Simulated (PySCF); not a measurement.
C3H7O3, charge +1, singlet, geometry from GFN2-xTB; DF-PBE/def2-SV(P) (PySCF).

Input for PySCF:
```python
from pyscf import gto, scf, dft

mol = gto.Mole()
mol.atom = '''
    C     2.43694489    0.24599991   -0.30426020
    O     1.06787947   -0.08317539   -0.64892013
    C     0.16072946    0.05039659    0.22502077
    O     0.02269955    0.43192784    1.31309479
    O    -1.12461938   -0.52962628   -0.47798922
    C    -2.39987934   -0.12212054    0.07904401
    H     2.48704734    0.74439182    0.66264644
    H     3.00498991   -0.68377977   -0.28605786
    H     2.81161543    0.89415888   -1.09506298
    H    -1.09425565   -0.43677101   -1.45286690
    H    -2.29199082   -0.10407468    1.16376236
    H    -2.69757343    0.86286503   -0.27868014
    H    -3.13428009   -0.87545531   -0.20205209
'''
mol.basis = 'def2-sv(p)'
mol.charge = 1
mol.verbose = 4
mol.build()

mf = dft.RKS(mol)
mf.xc = 'pbe'
mf = mf.density_fit(auxbasis='def2-universal-jkfit')
mf.kernel()
mf.analyze()
```

Output, abridged:

```
PySCF version 2.14.0

[INPUT] verbose = 4
[INPUT] num. atoms = 13
[INPUT] num. electrons = 48
[INPUT] charge = 1
[INPUT] spin (= nelec alpha-beta = 2S) = 0
[INPUT] symmetry False subgroup None
[INPUT] Mole.unit = angstrom
[INPUT] Symbol           X                Y                Z      unit          X                Y                Z       unit  Magmom
[INPUT]  1 C      2.436944890000   0.245999910000  -0.304260200000 AA    4.605158422758   0.464872456568  -0.574968448605 Bohr   0.0
[INPUT]  2 O      1.067879470000  -0.083175390000  -0.648920130000 AA    2.017999732346  -0.157178707404  -1.226281322417 Bohr   0.0
[INPUT]  3 C      0.160729460000   0.050396590000   0.225020770000 AA    0.303734659549   0.095235752712   0.425227627639 Bohr   0.0
[INPUT]  4 O      0.022699550000   0.431927840000   1.313094790000 AA    0.042895932651   0.816225323175   2.481389528693 Bohr   0.0
[INPUT]  5 O     -1.124619380000  -0.529626280000  -0.477989220000 AA   -2.125222622578  -1.000848617572  -0.903268716294 Bohr   0.0
[INPUT]  6 C     -2.399879340000  -0.122120540000   0.079044010000 AA   -4.535114684602  -0.230774374784   0.149371530687 Bohr   0.0
[INPUT]  7 H      2.487047340000   0.744391820000   0.662646440000 AA    4.699838331428   1.406696669167   1.252220289018 Bohr   0.0
[INPUT]  8 H      3.004989910000  -0.683779770000  -0.286057860000 AA    5.678607936981  -1.292156494818  -0.540571011179 Bohr   0.0
[INPUT]  9 H      2.811615430000   0.894158880000  -1.095062980000 AA    5.313183130301   1.689715395048  -2.069369121350 Bohr   0.0
[INPUT] 10 H     -1.094255650000  -0.436771010000  -1.452866900000 AA   -2.067843488758  -0.825377588050  -2.745520536446 Bohr   0.0
[INPUT] 11 H     -2.291990820000  -0.104074680000   1.163762360000 AA   -4.331234929817  -0.196672641702   2.199192134477 Bohr   0.0
[INPUT] 12 H     -2.697573430000   0.862865030000  -0.278680140000 AA   -5.097674983604   1.630578589165  -0.526629140955 Bohr   0.0
[INPUT] 13 H     -3.134280090000  -0.875455310000  -0.202052090000 AA   -5.922930967777  -1.654370770196  -0.381823112996 Bohr   0.0

nuclear repulsion = 258.373462634689
number of shells = 50
number of NR pGTOs = 172
number of NR cGTOs = 98
basis = def2-sv(p)
ecp = {}

******** <class 'pyscf.df.df_jk.DFRKS'> ********
method = DFRKS
initial guess = minao
damping factor = 0
level_shift factor = 0
DIIS = <class 'pyscf.scf.diis.CDIIS'>
diis_start_cycle = 1
diis_space = 8
diis_damp = 0
SCF conv_tol = 1e-09
SCF conv_tol_grad = None
SCF max_cycles = 50
direct_scf = False
XC library pyscf.dft.libxc version 7.1.2
    S. Lehtola, C. Steigemann, M. J. T. Oliveira, and M. A. L. Marques,  SoftwareX 7, 1–5 (2018)
XC functionals = pbe
    J. P. Perdew, K. Burke, and M. Ernzerhof,  Phys. Rev. Lett. 77, 3865 (1996)
    J. P. Perdew, K. Burke, and M. Ernzerhof,  Phys. Rev. Lett. 78, 1396 (1997)
    J. P. Perdew, K. Burke, and M. Ernzerhof,  Phys. Rev. Lett. 77, 3865 (1996)
    J. P. Perdew, K. Burke, and M. Ernzerhof,  Phys. Rev. Lett. 78, 1396 (1997)
radial grids:
    Treutler-Ahlrichs [JCP 102, 346 (1995); DOI:10.1063/1.469408] (M4) radial grids

becke partition: Becke, JCP 88, 2547 (1988); DOI:10.1063/1.454033
pruning grids: <function nwchem_prune>
grids dens level: 3
symmetrized grids: False
atomic radii adjust function: <function treutler_atomic_radii_adjust>
small_rho_cutoff = 0
Set gradient conv threshold to 3.16228e-05
Initial guess from minao.
tot grids = 153256
init E= -344.223652951719
  HOMO = -0.36668461026869  LUMO = -0.0548784924876387  gap/eV = 8.48468
cycle= 1 E= -343.041482935538  delta_E= 1.18  |g|= 0.987  |ddm|= 3.58
  HOMO = -0.400284129412833  LUMO = -0.234811291994418  gap/eV = 4.50275
cycle= 2 E= -341.74360636434  delta_E=  1.3  |g|=  2.7  |ddm|= 2.68
  HOMO = -0.458894740485999  LUMO = -0.222016162966681  gap/eV = 6.44579
cycle= 3 E= -343.152618693369  delta_E= -1.41  |g|= 0.637  |ddm|= 2.29
  HOMO = -0.491323496803847  LUMO = -0.221427332450298  gap/eV = 7.34425
cycle= 4 E= -343.226041445638  delta_E= -0.0734  |g|= 0.189  |ddm|= 0.563
  HOMO = -0.48690486388828  LUMO = -0.228390005217763  gap/eV = 7.03455
cycle= 5 E= -343.232097000189  delta_E= -0.00606  |g|= 0.0653  |ddm|= 0.15
  HOMO = -0.48771834822229  LUMO = -0.226360377737081  gap/eV = 7.11191
cycle= 6 E= -343.232795620522  delta_E= -0.000699  |g|= 0.0249  |ddm|= 0.0569
  HOMO = -0.486168723210227  LUMO = -0.225258650298663  gap/eV = 7.09972
cycle= 7 E= -343.232913196616  delta_E= -0.000118  |g|= 0.00461  |ddm|= 0.0188
  HOMO = -0.486547146674333  LUMO = -0.225731309976772  gap/eV = 7.09716
cycle= 8 E= -343.232917754019  delta_E= -4.56e-06  |g|= 0.00131  |ddm|= 0.00435
  HOMO = -0.486535466094198  LUMO = -0.225761909494675  gap/eV = 7.09601
cycle= 9 E= -343.232918125617  delta_E= -3.72e-07  |g|= 0.000341  |ddm|= 0.00124
  HOMO = -0.486507208934262  LUMO = -0.225697044443855  gap/eV = 7.09701
cycle= 10 E= -343.232918152199  delta_E= -2.66e-08  |g|= 8.95e-05  |ddm|= 0.000389
  HOMO = -0.486515891844015  LUMO = -0.225712047043621  gap/eV = 7.09683
cycle= 11 E= -343.232918154037  delta_E= -1.84e-09  |g|= 1.59e-05  |ddm|= 8.72e-05
  HOMO = -0.486515984499373  LUMO = -0.225711255434771  gap/eV = 7.09686
cycle= 12 E= -343.232918154079  delta_E= -4.21e-11  |g|= 7.04e-06  |ddm|= 1.85e-05
  HOMO = -0.486514800287538  LUMO = -0.22571136108019  gap/eV = 7.09682
Extra cycle  E= -343.232918154058  delta_E= 2.03e-11  |g|= 1.22e-05  |ddm|= 1.64e-05
converged SCF energy = -343.232918154058
**** SCF Summaries ****
Total Energy =                        -343.232918154058382
Nuclear Repulsion Energy =             258.373462634688906
One-electron Energy =                 -969.695643460585188
Two-electron Energy =                  368.089262671837901
Two-electron Coulomb Energy =          412.007389751509550
DFT Exchange-Correlation Energy =      -43.918127079671677
HOMO-LUMO gap [eV] =                     7.096823059614760
**** MO energy ****
MO #1   energy= -19.0922923097081  occ= 2
MO #2   energy= -19.0471049017725  occ= 2
MO #3   energy= -18.9919878761078  occ= 2
MO #4   energy= -10.2902705151535  occ= 2
MO #5   energy= -10.1478941403457  occ= 2
MO #6   energy= -10.1292556426477  occ= 2
MO #7   energy= -1.2850916921735   occ= 2
MO #8   energy= -1.22347767297241  occ= 2
MO #9   energy= -1.19066376311278  occ= 2
MO #10  energy= -0.904028993825018 occ= 2
MO #11  energy= -0.855867545271758 occ= 2
MO #12  energy= -0.792638894554471 occ= 2
MO #13  energy= -0.715150938525598 occ= 2
MO #14  energy= -0.701496545270124 occ= 2
MO #15  energy= -0.677193751121984 occ= 2
MO #16  energy= -0.638020796153356 occ= 2
MO #17  energy= -0.625666372902128 occ= 2
MO #18  energy= -0.602990212603242 occ= 2
MO #19  energy= -0.570437609499269 occ= 2
MO #20  energy= -0.558803550902894 occ= 2
MO #21  energy= -0.531606426835316 occ= 2
MO #22  energy= -0.519804426025526 occ= 2
MO #23  energy= -0.49726594436356  occ= 2
MO #24  energy= -0.486514800287538 occ= 2
MO #25  energy= -0.22571136108019  occ= 0
MO #26  energy= -0.21768838059338  occ= 0
MO #27  energy= -0.166009350919272 occ= 0
MO #28  energy= -0.113357853177296 occ= 0
MO #29  energy= -0.0979059349479985 occ= 0
MO #30  energy= -0.0941074708964598 occ= 0
MO #31  energy= -0.0838350145299191 occ= 0
MO #32  energy= -0.0597813906449765 occ= 0
 ** Mulliken pop on meta-lowdin orthogonal AOs  **
 ** Mulliken pop  **
 ** Mulliken atomic charges  **
charge of    0C =     -0.07951
charge of    1O =     -0.23278
charge of    2C =      0.60798
charge of    3O =     -0.27022
charge of    4O =     -0.21101
charge of    5C =     -0.09396
charge of    6H =      0.13940
charge of    7H =      0.15042
charge of    8H =      0.15175
charge of    9H =      0.37929
charge of   10H =      0.16267
charge of   11H =      0.13983
charge of   12H =      0.15613

WARN: System has nonzero charge 1; the dipole moment is origin-dependent.
Location of origin: [0. 0. 0.]

Dipole moment(X, Y, Z, Debye): -1.41949, -0.20714, -2.78311
```
